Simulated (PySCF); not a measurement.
Radial density of Si+ (silicon, charge +1)

UHF, [Ne] 3s1 3p1 3d1, one real determinant (an excited configuration). Computed with PySCF 2.14 in aug-cc-pCVTZ-DK with one added diffuse shell each of s, p, d, f type (9s8p6d4f, 91 functions), with the spin-free X2C one-electron Hamiltonian (Gaussian nucleus).

```
r (bohr)  4πr²ρ (e/bohr)  4πr²(ρα − ρβ)
 0.00151         0.05783         0.0002
 0.00254          0.1519         0.0005
 0.00427          0.3950         0.0012
 0.00718           1.001         0.0031
  0.0121           2.413         0.0073
  0.0203           5.332         0.0160
  0.0342           10.14         0.0296
  0.0575           14.99         0.0402
  0.0967           14.93         0.0336
   0.163           10.21         0.0496
   0.274           11.57         0.1830
   0.460           13.97         0.1697
   0.774           5.988         0.0101
    1.30           1.344         0.8138
    2.19           1.186         1.1818
    3.68          0.3955         0.3955
    6.19         0.07957         0.0796
    10.4        0.001532         0.0015
```

Densities and radii are taken from the X2C orbitals without a picture-change correction, which distorts them close to the nucleus.

⟨L²⟩ = 8.03 against 12 for a pure F term, so this real determinant mixes terms. The outer electron is Rydberg-like, and this basis confines it to a smaller radius and binds it less than a complete one would.
